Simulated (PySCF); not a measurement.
B(CCH)(Me)(OMe) (C₄H₇BO), SMILES C#CB(C)OC.

Geometry: PBE0-D3(BJ)/def2-SVP. The structure was generated by enumeration, and PubChem lists no compound with its InChIKey, so it may never have been made. The values are those of a single conformer.

All values below come from PBE0-D3(BJ)/def2-SVP run with PySCF.

No scaling factor is applied to the harmonic values.

Problem. Estimate the vibrational spectrum. (Estimate from the structure and the level; the computed values follow.)

Solution. 
| mode | ν (cm⁻¹) | IR (km/mol) | Raman (Å⁴/amu) | depolarisation | moving atoms (share of kinetic energy) |
|---|---|---|---|---|---|
| 1 | 33 | 0.7 | 0.1 | 0.75 | H 98 % |
| 2 | 53 | 0.8 | 0.1 | 0.75 | H 96 % |
| 3 | 136 | 7.4 | 2.7 | 0.75 | C 36 %, O 30 %, H 26 % |
| 4 | 145 | 3.0 | 7.7 | 0.75 | C 60 %, H 23 %, O 9 %, B 8 % |
| 5 | 265 | 0.2 | 5.8 | 0.75 | C 51 %, O 23 %, H 20 % |
| 6 | 281 | 2.2 | 0.9 | 0.57 | C 62 %, H 32 % |
| 7 | 402 | 1.8 | 2.9 | 0.52 | C 43 %, O 29 %, H 24 % |
| 8 | 493 | 11.3 | 4.1 | 0.70 | C 80 %, H 11 % |
| 9 | 502 | 7.4 | 1.6 | 0.75 | H 39 %, B 36 %, C 22 % |
| 10 | 672 | 10.0 | 6.6 | 0.06 | C 58 %, H 20 %, O 20 % |
| 11 | 706 | 36.9 | 2.2 | 0.72 | H 74 %, C 26 % |
| 12 | 763 | 28.6 | 2.8 | 0.75 | H 74 %, C 26 % |
| 13 | 824 | 0.1 | 2.7 | 0.17 | H 62 %, C 27 % |
| 14 | 877 | 33.9 | 1.0 | 0.75 | H 44 %, B 34 %, C 20 % |
| 15 | 1098 | 32.3 | 3.1 | 0.68 | C 37 %, O 30 %, B 21 %, H 12 % |
| 16 | 1145 | 94.6 | 4.4 | 0.42 | B 50 %, H 37 %, C 12 % |
| 17 | 1187 | 0.3 | 1.3 | 0.75 | H 76 %, C 20 % |
| 18 | 1193 | 77.4 | 2.4 | 0.57 | H 59 %, C 18 %, B 17 % |
| 19 | 1318 | 135.9 | 4.1 | 0.68 | H 60 %, C 26 %, B 11 % |
| 20 | 1393 | 283.5 | 21.0 | 0.46 | H 56 %, B 16 %, O 15 %, C 13 % |
| 21 | 1429 | 4.1 | 11.4 | 0.75 | H 96 % |
| 22 | 1450 | 61.9 | 6.9 | 0.28 | H 81 %, C 9 % |
| 23 | 1471 | 4.2 | 20.6 | 0.75 | H 97 % |
| 24 | 1477 | 3.4 | 29.6 | 0.73 | H 94 % |
| 25 | 1510 | 201.2 | 3.4 | 0.56 | H 50 %, B 26 %, O 21 % |
| 26 | 2191 | 64.7 | 190.5 | 0.26 | C 89 %, H 9 % |
| 27 | 3050 | 51.5 | 95.9 | 0.03 | H 97 % |
| 28 | 3057 | 5.8 | 223.2 | 0.01 | H 97 % |
| 29 | 3137 | 1.5 | 78.0 | 0.75 | H 91 %, C 9 % |
| 30 | 3147 | 17.6 | 106.2 | 0.75 | H 90 %, C 10 % |
| 31 | 3152 | 20.0 | 49.3 | 0.64 | H 90 %, C 10 % |
| 32 | 3171 | 20.4 | 87.8 | 0.70 | H 91 %, C 9 % |
| 33 | 3479 | 44.2 | 38.2 | 0.25 | H 86 %, C 14 % |
